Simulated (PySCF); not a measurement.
A geometry optimisation, step by step.

Species: C₂H₆Cl₂Si₂.
Numbering: `[SiH3:1][SiH2:2][CH:3]=[C:4]([Cl:5])[Cl:6]` (hydrogens: H7, H8, H9 on Si1; H10, H11 on Si2; H12 on C3)

Method: PBE0-D3(BJ)/def2-SVP geometry optimisation, gas phase (PySCF 2.14.0); density fitting, grid level 1; the optimiser is geomeTRIC in internal coordinates, started from a GFN2-xTB structure with every atom displaced at random (about 0.01 Å). The frame can shift and turn from step to step; on so coarse a grid that alone can change the energy by a few meV, and forces under 0.02 eV/Å are noise.

Step 0: E = -42939.7923 eV, largest atomic force 1.304 eV/Å
```
atom  x, y, z in Å  |  force x, y, z in eV/Å
Si1    -1.886    0.061    0.690   -0.502   0.879  -0.005
Si2    -0.086    1.099   -0.314    0.839  -0.394  -0.255
C3      1.127   -0.183   -0.969    0.345  -0.297   1.222
C4      1.815   -1.007   -0.158   -0.835   0.440  -0.398
Cl5     1.535   -0.990    1.540    0.009  -0.011   0.441
Cl6     2.913   -2.206   -0.668    0.334  -0.196  -0.182
H7     -3.155    0.564    0.105   -0.179   0.116  -0.180
H8     -1.956    0.380    2.115    0.090   0.163   0.647
H9     -1.895   -1.365    0.554    0.172  -1.244  -0.225
H10    -0.399    1.906   -1.490   -0.440   0.365  -0.486
H11     0.674    1.976    0.595    0.049   0.245   0.414
H12     1.354   -0.262   -2.010    0.119  -0.066  -0.992
```

Step 1: E = -42939.9438 eV, largest atomic force 0.529 eV/Å
```
atom  x, y, z in Å  |  force x, y, z in eV/Å
Si1    -1.865    0.180    0.678    0.003  -0.142   0.007
Si2     0.020    1.138   -0.359   -0.047   0.051   0.049
C3      1.183   -0.216   -0.944   -0.215   0.257  -0.404
C4      1.681   -1.138   -0.127    0.329  -0.344   0.231
Cl5     1.342   -1.152    1.575    0.002   0.003  -0.114
Cl6     2.739   -2.405   -0.637   -0.101   0.073   0.074
H7     -3.126    0.695    0.061   -0.013   0.021  -0.015
H8     -1.886    0.516    2.134    0.008  -0.019   0.000
H9     -1.831   -1.312    0.513   -0.019   0.105   0.011
H10    -0.385    1.956   -1.546    0.047  -0.039   0.016
H11     0.718    2.025    0.623    0.015   0.019  -0.038
H12     1.451   -0.303   -2.007   -0.009   0.016   0.183
```

Step 2: E = -42939.9486 eV, largest atomic force 0.108 eV/Å
```
atom  x, y, z in Å  |  force x, y, z in eV/Å
Si1    -1.868    0.173    0.680   -0.002  -0.024  -0.003
Si2     0.018    1.137   -0.356   -0.009   0.000   0.041
C3      1.181   -0.213   -0.950    0.006  -0.032  -0.048
C4      1.695   -1.134   -0.130   -0.002  -0.018  -0.017
Cl5     1.338   -1.132    1.565    0.032  -0.036   0.030
Cl6     2.739   -2.414   -0.624   -0.057   0.088   0.029
H7     -3.126    0.701    0.067    0.005   0.013   0.001
H8     -1.885    0.496    2.139    0.006  -0.012   0.002
H9     -1.843   -1.312    0.504   -0.007   0.013  -0.006
H10    -0.382    1.952   -1.543    0.011  -0.007  -0.015
H11     0.724    2.026    0.618    0.001   0.017  -0.017
H12     1.449   -0.297   -2.008    0.015  -0.001   0.004
```

Step 3: E = -42939.9486 eV, largest atomic force 0.217 eV/Å
```
atom  x, y, z in Å  |  force x, y, z in eV/Å
Si1    -1.877    0.174    0.679    0.000   0.037   0.002
Si2     0.012    1.135   -0.354    0.017  -0.028   0.029
C3      1.175   -0.216   -0.945    0.028  -0.079   0.200
C4      1.702   -1.132   -0.124   -0.043   0.069  -0.102
Cl5     1.378   -1.152    1.577   -0.058   0.065  -0.013
Cl6     2.750   -2.397   -0.633    0.045  -0.032  -0.041
H7     -3.131    0.715    0.066    0.010   0.006   0.009
H8     -1.893    0.489    2.140    0.004  -0.010   0.003
H9     -1.863   -1.307    0.496    0.003  -0.031  -0.014
H10    -0.381    1.943   -1.548   -0.010   0.002  -0.017
H11     0.723    2.031    0.611   -0.008   0.013  -0.002
H12     1.445   -0.300   -2.001    0.013  -0.012  -0.053
```

Step 4: E = -42939.9500 eV, largest atomic force 0.061 eV/Å
```
atom  x, y, z in Å  |  force x, y, z in eV/Å
Si1    -1.873    0.171    0.680    0.001   0.022   0.001
Si2     0.015    1.134   -0.353    0.002  -0.005   0.008
C3      1.176   -0.216   -0.950    0.004  -0.011   0.060
C4      1.697   -1.130   -0.126   -0.007   0.011  -0.034
Cl5     1.359   -1.133    1.572   -0.016   0.009   0.012
Cl6     2.747   -2.399   -0.625    0.018  -0.010  -0.010
H7     -3.127    0.715    0.071    0.005   0.007   0.008
H8     -1.886    0.481    2.142    0.003  -0.010   0.002
H9     -1.859   -1.311    0.491    0.000  -0.016  -0.013
H10    -0.380    1.945   -1.545   -0.008  -0.001  -0.011
H11     0.726    2.028    0.613   -0.006   0.011  -0.005
H12     1.446   -0.301   -2.006    0.004  -0.005  -0.019
```

Step 5: E = -42939.9505 eV, largest atomic force 0.023 eV/Å
```
atom  x, y, z in Å  |  force x, y, z in eV/Å
Si1    -1.873    0.171    0.681    0.001   0.007   0.002
Si2     0.013    1.134   -0.354    0.003  -0.010   0.003
C3      1.175   -0.217   -0.947    0.010  -0.002  -0.005
C4      1.700   -1.130   -0.126   -0.018   0.013   0.006
Cl5     1.352   -1.138    1.571    0.005  -0.005   0.012
Cl6     2.759   -2.392   -0.624    0.003  -0.003   0.000
H7     -3.127    0.722    0.078   -0.001   0.006   0.007
H8     -1.881    0.472    2.145    0.004  -0.010   0.001
H9     -1.862   -1.310    0.483   -0.003  -0.003  -0.011
H10    -0.385    1.942   -1.548   -0.002  -0.010  -0.004
H11     0.723    2.032    0.608   -0.005   0.008  -0.004
H12     1.447   -0.302   -2.003    0.004   0.009  -0.007
```

Step 6: E = -42939.9513 eV, largest atomic force 0.028 eV/Å
```
atom  x, y, z in Å  |  force x, y, z in eV/Å
Si1    -1.870    0.165    0.682    0.000  -0.006   0.004
Si2     0.009    1.133   -0.357   -0.005   0.006  -0.023
C3      1.175   -0.216   -0.949    0.011   0.010  -0.023
C4      1.699   -1.125   -0.123   -0.013   0.005   0.019
Cl5     1.336   -1.131    1.572    0.023  -0.013  -0.003
Cl6     2.772   -2.379   -0.611   -0.003  -0.012   0.005
H7     -3.125    0.737    0.101   -0.008   0.004   0.007
H8     -1.862    0.439    2.151    0.003  -0.009   0.000
H9     -1.871   -1.313    0.456   -0.007   0.011  -0.009
H10    -0.394    1.936   -1.553   -0.001  -0.016   0.003
H11     0.720    2.038    0.599   -0.005   0.004   0.000
H12     1.452   -0.301   -2.005    0.003   0.015   0.020
```

Step 7: E = -42939.9528 eV, largest atomic force 0.072 eV/Å
```
atom  x, y, z in Å  |  force x, y, z in eV/Å
Si1    -1.871    0.158    0.682    0.000  -0.021   0.004
Si2     0.002    1.131   -0.362    0.003   0.010  -0.027
C3      1.177   -0.213   -0.945    0.019   0.022  -0.066
C4      1.704   -1.118   -0.118   -0.011   0.001   0.055
Cl5     1.335   -1.124    1.577    0.028  -0.022  -0.020
Cl6     2.789   -2.364   -0.601   -0.011  -0.004   0.011
H7     -3.127    0.759    0.134   -0.011   0.001   0.006
H8     -1.841    0.391    2.158    0.005  -0.007  -0.001
H9     -1.889   -1.313    0.414   -0.009   0.023  -0.004
H10    -0.409    1.923   -1.563    0.004  -0.022   0.005
H11     0.709    2.049    0.585   -0.008   0.003   0.003
H12     1.462   -0.296   -1.999   -0.007   0.017   0.032
```

Step 8: E = -42939.9549 eV, largest atomic force 0.062 eV/Å
```
atom  x, y, z in Å  |  force x, y, z in eV/Å
Si1    -1.871    0.147    0.682   -0.002  -0.023   0.001
Si2    -0.009    1.131   -0.370    0.008   0.010  -0.014
C3      1.185   -0.203   -0.939    0.018   0.024  -0.048
C4      1.713   -1.105   -0.109   -0.016  -0.024   0.055
Cl5     1.330   -1.124    1.583    0.021  -0.005  -0.034
Cl6     2.808   -2.344   -0.587   -0.005   0.004   0.005
H7     -3.130    0.783    0.183   -0.007   0.001   0.005
H8     -1.808    0.323    2.165    0.006  -0.003  -0.001
H9     -1.913   -1.313    0.359   -0.010   0.020   0.000
H10    -0.431    1.903   -1.579    0.004  -0.020   0.000
H11     0.685    2.069    0.565   -0.011   0.004   0.005
H12     1.481   -0.282   -1.991   -0.007   0.013   0.025
```

Step 9: E = -42939.9570 eV, largest atomic force 0.027 eV/Å
```
atom  x, y, z in Å  |  force x, y, z in eV/Å
Si1    -1.874    0.129    0.682   -0.002  -0.004  -0.003
Si2    -0.025    1.128   -0.380    0.009  -0.002   0.007
C3      1.198   -0.188   -0.930    0.009   0.001   0.000
C4      1.726   -1.089   -0.098    0.003   0.000   0.027
Cl5     1.330   -1.123    1.589   -0.002   0.000  -0.020
Cl6     2.843   -2.311   -0.571   -0.003   0.004  -0.007
H7     -3.135    0.812    0.255    0.002   0.002   0.003
H8     -1.764    0.228    2.169    0.005   0.000   0.000
H9     -1.955   -1.310    0.286   -0.007   0.000   0.001
H10    -0.459    1.868   -1.604    0.000  -0.007  -0.007
H11     0.646    2.097    0.541   -0.010   0.003   0.004
H12     1.511   -0.256   -1.976   -0.002   0.003  -0.004
```

Step 10: E = -42939.9576 eV, largest atomic force 0.024 eV/Å
```
atom  x, y, z in Å  |  force x, y, z in eV/Å
Si1    -1.877    0.103    0.684   -0.003   0.002  -0.006
Si2    -0.049    1.121   -0.394    0.003  -0.011   0.010
C3      1.217   -0.165   -0.916    0.001   0.009  -0.002
C4      1.748   -1.064   -0.084   -0.011  -0.019   0.009
Cl5     1.317   -1.134    1.593    0.011   0.005  -0.007
Cl6     2.897   -2.257   -0.552    0.007   0.003  -0.004
H7     -3.133    0.850    0.359    0.005   0.003  -0.003
H8     -1.702    0.097    2.167   -0.002   0.004   0.000
H9     -2.019   -1.302    0.194   -0.003  -0.004   0.005
H10    -0.500    1.816   -1.638   -0.004   0.002  -0.002
H11     0.586    2.135    0.506   -0.004   0.001   0.002
H12     1.554   -0.216   -1.956    0.003   0.006  -0.003
```

Step 11: E = -42939.9579 eV, largest atomic force under 0.02 eV/Å
```
atom  x, y, z in Å  |  force x, y, z in eV/Å
Si1    -1.881    0.109    0.684    0.003  -0.001  -0.005
Si2    -0.046    1.119   -0.389    0.003  -0.011   0.009
C3      1.216   -0.169   -0.917    0.000  -0.001   0.002
C4      1.749   -1.071   -0.088    0.001   0.004   0.002
Cl5     1.333   -1.137    1.591   -0.007   0.003  -0.002
Cl6     2.895   -2.264   -0.564    0.001   0.002  -0.003
H7     -3.136    0.846    0.335    0.004   0.003  -0.001
H8     -1.721    0.129    2.169    0.002   0.001   0.002
H9     -2.014   -1.305    0.217   -0.002  -0.004   0.003
H10    -0.493    1.821   -1.631   -0.003   0.003  -0.002
H11     0.591    2.126    0.516   -0.002   0.001   0.001
H12     1.547   -0.220   -1.959    0.000   0.002  -0.005
```

Problem. Summarise the path.

Solution. The energy falls by 0.1657 eV from step 0 to step 11; nine tenths of that is first reached at step 1. It falls at every step. The largest force goes from 1.304 to under 0.02 eV/Å. Among the bonds Si1–H9 changes most, from 1.433 to 1.495 Å; the atoms move by 0.218 Å rms after alignment.

Problem. Follow the three bonds and two angles with the largest change from start to end.

Solution. 
```tsv
step	E above end (eV)	largest force (eV/Å)	Si1–H9 (Å)	Si1–Si2 (Å)	Si2–H10 (Å)	Si1–Si2–H10 (°)	Si2–Si1–H9 (°)
0	0.1657	1.304	1.433	2.308	1.461	115.6	114.3
1	0.0141	0.529	1.501	2.355	1.497	110.8	109.7
2	0.0093	0.108	1.495	2.357	1.494	111.0	109.9
3	0.0093	0.217	1.493	2.358	1.494	111.1	110.1
4	0.0080	0.061	1.493	2.358	1.494	111.1	110.0
5	0.0075	0.023	1.494	2.357	1.495	111.0	110.0
6	0.0066	0.028	1.495	2.356	1.495	111.0	109.9
7	0.0052	0.072	1.496	2.355	1.496	110.9	109.7
8	0.0031	0.062	1.496	2.354	1.496	110.7	109.5
9	0.0009	0.027	1.495	2.354	1.495	110.6	109.3
10	0.0003	0.024	1.495	2.354	1.495	110.3	109.3
11	0.0000	under 0.02	1.495	2.354	1.495	110.3	109.4
```

What follows is the cost of the whole optimisation. Time: 99 s wall; peak memory 0.53 GiB. Hardware: one thread of an Arm Neoverse V1 (shared host).
